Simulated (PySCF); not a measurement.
In(H)2(NHMe) (CH6InN), SMILES [InH2][NH]C. Atoms are numbered in the order given.

```xyz
9

In     0.0351    -0.6435     0.0000
H     -1.2613    -1.7810     0.0000
H      1.7466    -0.8611     0.0000
N     -0.5512     1.3092     0.0000
C      0.2734     2.4981     0.0000
H     -1.5457     1.5208     0.0000
H      0.1093     3.1386    -0.8902
H      0.1093     3.1386     0.8902
H      1.3409     2.2228     0.0000
```
Charge 0, spin multiplicity 1.

Geometry: B3LYP-D3(BJ)/def2-SVP. The def2 effective core potentials stand for the cores of In; spin–orbit coupling is left out.

Method: PBE0/def2-TZVPD in PySCF.

Mulliken values depend strongly on the basis, most of all with diffuse functions as here. ESP charges are fitted to the potential on shells at 1.4 to 2.0 van der Waals radii. Atomic charges (e):

| atom | ESP fit | Mulliken |
|---|---|---|
| In1 | ___ | 0.40 |
| H2 | ___ | -0.12 |
| H3 | ___ | -0.12 |
| N4 | ___ | -0.35 |
| C5 | -0.03 | -0.57 |
| H6 | 0.26 | 0.16 |
| H7 | 0.03 | 0.20 |
| H8 | 0.03 | 0.20 |
| H9 | 0.06 | 0.20 |

**Question.** What belongs in the gaps? (An estimate is asked for; the answer gives what the named calculation found.)

**Answer.** 
- In1, ESP fit: 0.60
- H2, ESP fit: -0.20
- H3, ESP fit: -0.18
- N4, ESP fit: -0.58
